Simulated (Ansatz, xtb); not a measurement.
# Relaxing a trial structure of BNO2

The starting geometry of this gas-phase triplet was built from a drawn formula by distance geometry and a force field; its bonds are those of `[B]ON=O`.

```
atom    x (Å)    y (Å)    z (Å)
   B  -2.5385  -1.9072   1.9964
   N  -1.2872  -1.3096   0.0117
   O  -1.3164  -1.8995   1.2169
   O  -0.2121  -1.2469  -0.6747
```

**Question.** Predict what becomes of its bonds when it is optimised with r2SCAN-D4/def2-SVP.

**Answer.** It rearranges, giving a structure given below by its coordinates. Distances that change by over a tenth: B1–O3 (1.45 → 1.22 Å). Contacts that open: N2–O3 (1.34 → 2.59 Å). Contacts that close: B1–N2 (2.42 → 1.38 Å).

The energy falls by 5.72 eV over 32 steps:

| step | E − E(last) (eV) |
| --- | --- |
| 1 | 5.720 |
| 4 | 3.709 |
| 8 | 2.554 |
| 11 | 2.549 |
| 15 | 2.545 |
| 18 | 2.538 |
| 22 | 2.454 |
| 25 | 0.737 |
| 29 | 0.008 |
| 32 | 0.000 |

Final geometry (Å):

```xyz
4

B    -1.5843   -1.7983    1.2069
N    -1.3235   -1.2706   -0.0409
O    -1.9347   -2.2250    2.2924
O    -0.5115   -1.0693   -0.9081
```

From the same start GFN2-xTB ends elsewhere, in pieces: BO + NO.

The end wasn't checked by frequencies. Open shells are spin-unrestricted. The triplet needn't be the ground state. Run with Ansatz 0.2.0, 3.6 min on 1 thread of Arm Neoverse V1, on a shared host.
